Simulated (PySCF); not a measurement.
How methods differ on the ionisation energy of Kr

Kr [Kr] (1S) → Kr⁺ [Ar] 3d10 4s2 4p5 (2P), as a difference of total energies. Calculation: PySCF 2.14, in aug-cc-pVDZ-DK (6s5p3d, 36 functions); the spin-free X2C one-electron Hamiltonian (Gaussian nucleus). Correlated levels: valence: [Ar] 3d10 frozen. The calculations carry no spin-orbit coupling.

```csv
method,ionisation energy (eV),error (eV)
UHF,13.180,-1.042
MP2 (valence),13.979,-0.243
SCS-MP2 (valence),13.900,-0.322
CCSD (valence),13.876,-0.346
CCSD(T) (valence),13.894,-0.328
CCSDT (valence),13.893,-0.329
```

Reference: 14.222 eV (measured; NIST levels, between the centres of gravity of the two terms).

Errors of the correlated levels include the incompleteness of this basis and the frozen core.
